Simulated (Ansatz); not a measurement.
`[CH3][V](=[O])([OH])[F]` + H₂O → `[CH3][V](=[O])([OH])[OH]` + H–F at 500 K and 1 bar (formal hydrolysis of a V–F bond).

Program: Ansatz. Geometries: PBE0-D4/def2-TZVP. ΔE: electronic, gas phase. CBS: MP2 limit from def2 TZ/QZ plus the TZ coupled-cluster correction, frozen cores. This one scheme is used for every species. For V outer-core shells are correlated without core-valence functions, which leaves a few kJ/mol of doubt a bond. Scalar relativity is left out up to krypton. One conformer a species, not always the lowest.

```
                   species  CCSD(T)/CBS energy (Eh)  H − E (kJ/mol)  S (J/(mol·K))
 `[CH3][V](=[O])([OH])[F]`              -1234.17043           190.8          408.8
                       H₂O                -76.37941            73.2          206.3
`[CH3][V](=[O])([OH])[OH]`              -1210.13953           223.4          423.7
                       H–F               -100.39570            39.4          188.7
```

H − E and S are ideal-gas, rigid-rotor, harmonic terms from PBE0-D4/def2-TZVP, for one conformer and one mirror image of each species. 1 Eh = 2625.50 kJ/mol, R = 8.31446 J/(mol·K).

Problem. By hand: ΔE, ΔH, ΔS and ΔG.

Solution. ΔE = (-1210.13953) + (-100.39570) − (-1234.17043) − (-76.37941) = 0.01461 Eh = 38.4 kJ/mol. Δ(H − E) = 223.4 + 39.4 − 190.8 − 73.2 = -1.2, so ΔH = 37.2 kJ/mol. ΔS = 423.7 + 188.7 − 408.8 − 206.3 = -2.7 J/(mol·K). ΔG = 37.2 − 500 × (-2.7)/1000 = 38.6 kJ/mol.

Problem. By hand: the equilibrium constant, and the temperature at which ΔG would vanish if ΔH and ΔS stayed fixed.

Solution. log₁₀ K = −ΔG/(RT ln 10) = -4.0. ΔH and −TΔS have one sign here, so there is no such temperature.

The number of gas molecules stays the same, so ΔS is small and ΔH decides. A doubt of 5 kJ/mol in ΔE shifts log₁₀ K by 0.5 here. Other conformers and mirror images would add mixing entropy, several J/(mol·K) or more a flexible species. These are equilibria of isolated gas molecules and say nothing of rates. Largest T1 diagnostic: 0.031 (customary marks: 0.02 for closed shells, 0.045 for open ones).

ΔS is within the doubt of such terms, so its sign, and with it that verdict, could turn.
